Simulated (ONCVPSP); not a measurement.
## An all-electron radial function and its pseudo partner (S (Z = 16))

Columns: radius, all-electron u(r) and pseudo u(r) of the 2p shell (level -156.52 eV) of sulfur in the configuration [He] 2s2 2p6 3s2 3p4; LDA (Perdew-Zunger), scalar-relativistic, ONCV scheme, ONCVPSP 4.0.1.

| r (bohr) | all-electron | pseudo |
| --- | --- | --- |
| 0.047 | 0.2012 | 0.0527 |
| 0.095 | 0.5707 | 0.2054 |
| 0.142 | 0.9118 | 0.4300 |
| 0.190 | 1.1754 | 0.7029 |
| 0.237 | 1.3409 | 0.9764 |
| 0.285 | 1.4271 | 1.2266 |
| 0.332 | 1.4463 | 1.4141 |
| 0.380 | 1.4179 | 1.5292 |
| 0.427 | 1.3574 | 1.5616 |
| 0.475 | 1.2743 | 1.5198 |
| 0.522 | 1.1810 | 1.4217 |
| 0.570 | 1.0801 | 1.2841 |
| 0.617 | 0.9807 | 1.1326 |
| 0.665 | 0.8817 | 0.9778 |
| 0.712 | 0.7894 | 0.8386 |
| 0.760 | 0.7013 | 0.7178 |
| 0.807 | 0.6218 | 0.6240 |
| 0.855 | 0.5476 | 0.5476 |
| 0.902 | 0.4821 | 0.4820 |
| 0.950 | 0.4219 | 0.4219 |
| 0.997 | 0.3694 | 0.3693 |
| 1.045 | 0.3217 | 0.3217 |
| 1.092 | 0.2805 | 0.2804 |
| 1.140 | 0.2433 | 0.2433 |
| 1.187 | 0.2114 | 0.2114 |
| 1.235 | 0.1829 | 0.1828 |

Problem. How many radial nodes do the two functions have?

Solution. The all-electron 2p function has n − l − 1 = 0; the pseudo-wave has 0.

Problem. At about which radius was the pseudo-wave matched?

Solution. 0.85 bohr, where the columns begin to agree (steps of 0.05 bohr).

Problem. Where does each function peak?

Solution. Outermost all-electron maximum near 0.33 bohr, pseudo maximum near 0.43 bohr (to the table’s step).

Problem. Is the pseudo-wave norm-conserving?

Solution. Yes: the ONCV scheme keeps the norm inside the radius equal to the all-electron one, which fixes the energy derivative of the logarithmic derivative at the level.
